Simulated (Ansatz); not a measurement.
Isolated molecules relaxed with PBE0-D4/def2-TZVP in Ansatz; ΔE leaves out vibrations. CCSD(T)/CBS is the MP2 limit (def2-TZVPP, def2-QZVPP) plus CCSD(T) − MP2 in def2-TZVPP, frozen cores. DFT in def2-TZVPP. Elements past krypton have def2 core potentials. For Ge, Te outer-core shells are correlated without core-valence functions, which leaves a few kJ/mol of doubt a bond. Scalar relativity is left out up to krypton.

Consider the redistribution: `[SiH3][SiH2][GeH3]` + `C=C(Cl)[TeH]` → `C=[C]([GeH3])[TeH]` + `[SiH3][SiH2]Cl`.

CCSD(T)/CBS gives -1.29 eV.

Q: Another level gave -1.04 eV. Which?
A. MP2/def2-TZVPP
B. CCSD/def2-TZVPP
C. r2SCAN-D4/def2-TZVPP
D. PBE-D4/def2-TZVPP

A: D. PBE-D4 -1.04, MP2/def2-TZVPP -1.36, r2SCAN-D4 -1.17, CCSD/def2-TZVPP -1.31 eV.

Largest T1 diagnostic among the species: 0.013.

In def2-TZVPP, CCSD(T) changes the Hartree–Fock value by +0.17 eV (the triples alone add +0.03 eV) and MP2 by +0.09 eV. From PBE to PBE0 (25 % exact exchange), in def2-TZVPP and without D4, ΔE moves by −0.09 eV.
